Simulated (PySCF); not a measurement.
Zr(Cl)2(OH) (Cl2HOZr), SMILES [Zr+]([Cl])([Cl])[OH], charge +1, multiplicity 1.

Coordinates come from a B3LYP-D3(BJ)/def2-SVP optimisation. The spin state was assumed, not searched. The isomer is the one that the SMILES or the coordinates give; other isomers of the formula were not compared. The def2 effective core potentials stand for the cores of Zr; spin–orbit coupling is left out. The values are those of a single conformer.

The numbers are results of B3LYP-D3(BJ)/def2-SVP in PySCF, not measurements.

Frequencies are harmonic and unscaled.

Computed normal modes with their intensities:
```tsv
mode	ν (cm⁻¹)	IR (km/mol)	Raman (Å⁴/amu)	depolarisation	moving atoms (share of kinetic energy)
1	96	5.6	1.7	0.67	Cl 58 %, Zr 30 %, O 9 %
2	122	4.0	4.1	0.75	Cl 44 %, O 30 %, Zr 19 %
3	156	0.8	4.1	0.75	O 58 %, Cl 23 %, H 12 %
4	407	184.3	3.1	0.75	H 85 %, O 14 %
5	436	24.8	15.2	0.07	Cl 79 %, Zr 20 %
6	463	134.0	3.0	0.75	Cl 62 %, Zr 37 %
7	542	218.4	2.9	0.70	H 84 %, O 15 %
8	823	128.7	13.1	0.12	O 78 %, Zr 16 %
9	3806	681.9	142.6	0.34	H 94 %
```
